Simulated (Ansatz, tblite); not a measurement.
Isomers of Si4S4 (singlet), found by a short tight-binding search and relaxed with PBE-D4/def2-SVP in Ansatz.

The xTB rows come from tblite. Correlated methods freeze 40 core orbitals.

Run but left out: HF/def2-SVP (C: restricted singlet, unstable towards broken spin symmetry); B2PLYP/def2-TZVP, PBE-QIDH/def2-TZVP (C: restricted singlet, unstable in another Hartree–Fock run and untested here).

B: At CCSD(T)/def2-SVP T1 of the charge 0 singlet is large (up to 0.026), so the single-reference result is doubtful. C: The restricted singlet is unstable towards broken spin symmetry in Hartree–Fock (as tested in another run); at PBE-D4/def2-TZVP, r2SCAN-D4/def2-TZVP, PBE0-D4/def2-TZVP this wasn't settled. At CCSD(T)/def2-SVP T1 of the charge 0 singlet is large (up to 0.027), so the single-reference result is doubtful. At CCSD(T)/def2-SVP the restricted singlet (for correlated methods, its reference) is unstable: a solution with broken spin symmetry lies lower.

Other spin states weren't relaxed.

A:

Cartesian coordinates in Å:
```
Si -1.3220 -1.3705 0.6554
Si 0.3965 1.3110 1.4775
Si 1.7034 -0.9217 -0.5553
Si -0.7772 0.9814 -1.5773
S 1.3693 1.4197 -0.6790
S -0.4106 -1.3579 -1.5305
S 0.8049 -1.0166 1.6339
S -1.7643 0.9547 0.5753
```

B:

Cartesian coordinates in Å:
```
Si -2.097 0.007 -2.282
Si 1.093 -1.251 -0.693
Si 0.265 0.873 -0.163
Si 1.158 0.003 2.873
S 0.923 -1.678 1.543
S 0.794 1.862 1.630
S -1.147 1.861 -1.389
S -0.990 -1.677 -1.519
```

C:

Cartesian coordinates in Å:
```
Si -1.7383 2.0205 0.0797
Si 1.2275 -1.1886 0.8944
Si -1.0978 -1.6895 1.3591
Si 1.1294 0.1016 -1.8044
S -1.7805 0.3688 1.5832
S -0.0934 -1.7402 -0.8281
S -0.1630 1.8904 -1.3795
S 2.5162 0.2369 0.0957
```

Question: Estimate their order by electronic energy at PBE0-D4/def2-TZVP, counted from the lowest.

Answer: A (0.0) < B (61.5) < C (137.7), in kJ/mol.

Question: Do the other levels pick the same lowest one?

Answer: Not GFN1-xTB, GFN2-xTB. Energies above each level's lowest (kJ/mol):

```csv
level,A,B,C
GFN1-xTB,73.7,0.0,26.9
GFN2-xTB,27.8,0.0,30.9
PBE-D4/def2-TZVP,0.0,59.2,118.7
r2SCAN-D4/def2-TZVP,0.0,30.3,101.6
PBE0-D4/def2-TZVP,0.0,61.5,137.7
MP2/def2-SVP,0.0,22.4,110.6
CCSD/def2-SVP,0.0,16.6,114.4
CCSD(T)/def2-SVP,0.0,15.4,103.9
```
Point groups (tolerance 0.1 Å): A Td, B Cs, C not assigned. Lower isomers may exist.
